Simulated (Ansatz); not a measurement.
The same path of GeH4O4 + H2 (11 atoms, charge 0, multiplicity 1) was run twice with different band settings. Lost on the way: Ge1–O2, H10–H11. Made: Ge1–H10, O2–H11.

These are results of RHF/def2-SVP (Ansatz), not measurements.

Relaxed end points:

```xyz
11
Properties=species:S:1:pos:R:3
Ge -0.379 -0.463 0.012
O -0.409 -0.564 1.744
H -0.423 0.253 2.220
O 1.192 -0.166 -0.668
H 1.728 -0.923 -0.848
O -1.381 0.881 -0.440
H -1.192 1.292 -1.270
O -0.911 -2.004 -0.584
H -1.551 -2.465 -0.063
H 1.343 2.692 1.911
H 1.703 2.135 1.568
```

```xyz
11
Properties=species:S:1:pos:R:3
Ge 0.692 0.063 -0.262
O -0.993 0.197 2.401
H -1.291 0.773 1.706
O 1.091 -0.212 -1.941
H 1.046 -1.112 -2.229
O -0.657 1.203 -0.238
H -1.153 1.260 -1.042
O 0.189 -1.492 0.340
H -0.221 -1.455 1.196
H 1.834 0.693 0.507
H -0.817 0.750 3.146
```

Common settings: movable images 7; climbing image yes; optimiser quadratic models (default); start path through a guess of the saddle point; force threshold 0.05 eV/Å; iteration limit 60; end points relaxed.

| run | spring |
| --- | --- |
| 1 | 5.0 eV/Å² |
| 2 | 50.0 eV/Å² |

(1) What does each run give, and how far can it be trusted?

Answers

(1) Run 1: converged after 29 iterations, highest image 2.570 eV above the first end. A structure lower than the first end lies on the path between it and the top, so the climb from that side starts below the end, which may itself be a saddle point or a shallow side well. Neighbouring images differ by up to 2.2 eV, so the band resolves the path poorly. A vibrational analysis at the climbing image gives one clearly imaginary mode, 1803i cm⁻¹: a first-order saddle point.
Run 2: converged after 35 iterations, highest image 2.620 eV above the first end. A structure lower than the first end lies on the path between it and the top, so the climb from that side starts below the end, which may itself be a saddle point or a shallow side well. Neighbouring images differ by up to 2.4 eV, so the band resolves the path poorly. The order of the point at the top wasn't checked.
The orbitals stay closed-shell, which can raise the energy where a bond breaks towards radicals; this wasn't checked here.
